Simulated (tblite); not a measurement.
Species: C6H4BrNO2.
Atom-mapped SMILES: `[O:1]=[CH:2][c:3]1[cH:4][cH:5][n:6]([CH:7]=[O:8])[c:9]1[Br:10]` (hydrogens: H11 on C2; H12 on C4; H13 on C5; H14 on C7)

Computed with GFN2-xTB (tblite), gas phase: L-BFGS steps from a force-field or distance-geometry start until the largest atomic force falls under 0.01 eV/Å.

Geometry at step 8:
```
atom  x, y, z in Å
O1      3.4377    0.3276   -0.3750
C2      2.5279   -0.4102   -0.1041
C3      1.1256   -0.0197   -0.0909
C4      0.6082    1.2785   -0.3929
C5     -0.7354    1.2289   -0.2666
N6     -1.1134   -0.0517    0.1056
C7     -2.4347   -0.4250    0.3134
O8     -3.3499    0.3326    0.1893
C9      0.0330   -0.8014    0.2079
Br10    0.0218   -2.6037    0.6941
H11     2.6977   -1.4697    0.1648
H12     1.2063    2.1194   -0.6671
H13    -1.4871    1.9772   -0.4000
H14    -2.5385   -1.4835    0.5994
```

**Question.** Give the atomic forces at this geometry.

**Answer.** 
| atom | Fx (eV/Å) | Fy (eV/Å) | Fz (eV/Å) |
| --- | --- | --- | --- |
| O1 | 0.071 | 0.014 | -0.014 |
| C2 | -0.083 | -0.020 | 0.023 |
| C3 | -0.040 | -0.025 | 0.002 |
| C4 | -0.030 | 0.089 | -0.022 |
| C5 | -0.018 | 0.030 | 0.000 |
| N6 | 0.035 | 0.007 | -0.007 |
| C7 | 0.017 | 0.041 | -0.018 |
| O8 | 0.063 | -0.115 | 0.028 |
| C9 | 0.018 | -0.142 | 0.046 |
| Br10 | -0.086 | 0.014 | -0.001 |
| H11 | 0.017 | -0.041 | 0.005 |
| H12 | 0.077 | 0.088 | -0.029 |
| H13 | -0.068 | 0.061 | -0.016 |
| H14 | 0.027 | -0.002 | 0.002 |

The largest, 0.15 eV/Å, acts on C9; the rms over all components is 0.050 eV/Å. The forces sum to zero within rounding, as they must for an isolated molecule in no field.

**Question.** Give the force on C9 in Eh/bohr and in nN.

**Answer.** 0.150 eV/Å ÷ 51.422 = 0.00292 Eh/bohr, and 0.150 eV/Å × 1.602 = 0.24 nN.

**Question.** How far is this geometry from the end of the optimisation?

**Answer.** 0.007 eV above it, and 0.026 Å rms away after alignment. The bonds farthest from their final lengths, with half the difference of the two atoms' forces along the bond (positive lengthens):

```json
{"bond": "C3–C4", "now (Å)": "1.430", "final (Å)": "1.433", "force along bond (eV/Å)": "+0.05"}
{"bond": "C4–H12", "now (Å)": "1.068", "final (Å)": "1.071", "force along bond (eV/Å)": "+0.03"}
{"bond": "C5–H13", "now (Å)": "1.069", "final (Å)": "1.072", "force along bond (eV/Å)": "+0.03"}
{"bond": "N6–C7", "now (Å)": "1.389", "final (Å)": "1.387", "force along bond (eV/Å)": "0.00"}
{"bond": "C4–C5", "now (Å)": "1.350", "final (Å)": "1.352", "force along bond (eV/Å)": "0.00"}
{"bond": "C2–H11", "now (Å)": "1.106", "final (Å)": "1.108", "force along bond (eV/Å)": "+0.02"}
```

The angle farthest from its final value is C7–N6–C9, 129.5° against 128.0°.

The cost below is that of the whole relaxation. Time: 0.47 s of wall time. Hardware: one thread, Intel Xeon at 2.70 GHz (x86_64), shared host with 64 logical CPUs at a one-minute load of 61.
